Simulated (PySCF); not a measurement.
The numbers are results of B3LYP-D3(BJ)/def2-TZVP in PySCF, not measurements. All species are isolated molecules in the gas phase. B3LYP has the VWN-RPA correlation part, as in Gaussian. Excitations are Tamm–Dancoff values on a coarser integration grid. The basis has no diffuse functions, so Rydberg states are missing or too high.

Reference species (SMILES): `C1O[SiH2]1` (neutral, multiplicity 1).

The S1–T1 gap (TDA) comes out as 1.05 eV and the dipole moment is 1.89 D. The HOMO is -7.49 eV. The S1 oscillator strength is 0.006.

Changed species: `C[SiH]=O`.

Problem. Predict the effect on the S1–T1 gap (TDA), dipole moment, HOMO and S1 oscillator strength.

Solution. the S1–T1 gap (TDA) falls by 0.70 eV, to 0.35 eV; the dipole moment goes up by 2.50 D, to 4.39 D; the HOMO drops by 0.14 eV, to -7.63 eV; the S1 oscillator strength hardly moves.
